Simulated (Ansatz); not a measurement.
Mulliken charges of `OB1CC1` from r2SCAN/def2-TZVPP in Ansatz (PBE0-D4/def2-TZVP geometry).

| atom | x (Å) | y (Å) | z (Å) | charge (e) |
| --- | --- | --- | --- | --- |
| O1 | -1.141 | 0.849 | -1.439 | -0.290 |
| B2 | -0.414 | 0.253 | -0.484 | 0.259 |
| C3 | 0.844 | 0.181 | 0.371 | -0.247 |
| C4 | -0.313 | -0.877 | 0.520 | -0.226 |
| H5 | -0.709 | 1.623 | -1.811 | 0.228 |
| H6 | 1.782 | -0.186 | -0.038 | 0.072 |
| H7 | 0.992 | 0.853 | 1.212 | 0.072 |
| H8 | -0.082 | -1.890 | 0.201 | 0.066 |
| H9 | -0.872 | -0.851 | 1.451 | 0.065 |

By hand: the dipole of these point charges (1 e Å = 4.8032 D).

Σ q r = (0.062, 0.211, -0.138) e Å, of length 0.260 e Å = 1.25 D.

How does the dipole of the full density compare? (Best estimate.)

The calculation gave: (0.174, 0.228, -0.080) e Å, 1.43 D; the point charges give 0.87 times that, at 25° from its direction.

Point charges leave out the atoms' own dipoles, such as those of lone pairs, and Mulliken's split depends on the basis, so the two needn't agree.
